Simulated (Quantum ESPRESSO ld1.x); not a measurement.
Question: These are the eigenvalues of the occupied orbitals of an atom or ion with whole-number occupations (eV). All-electron calculation, scalar-relativistic Kohn-Sham, LDA (Slater exchange, Perdew-Zunger correlation), spin-polarised, spherical densities, point nucleus. Program: ld1.x of Quantum ESPRESSO 7.5.

| orbital | eigenvalue |
|---|---|
| 1s up | -3686.77 |
| 1s down | -3686.23 |
| 2s up | -516.156 |
| 2s down | -515.500 |
| 2p up | -445.313 |
| 2p down | -444.685 |
| 3s up | -167.586 |

Which element is it, and in what charge state? The configuration may be excited. Open shells, if any, are filled with parallel spins first.

Answer: Z = 19, potassium, charge +8: K8+ in [Ne] 3s1. The list shows which subshells hold electrons but not how many an open one holds; the 1s level, -135.49 hartree, gives Z - s = 16.5 by -(Z - s)^2/2, which with screening and relativity narrows Z to a few neighbours, and the depths of the outer levels then fix element, charge and occupations together.
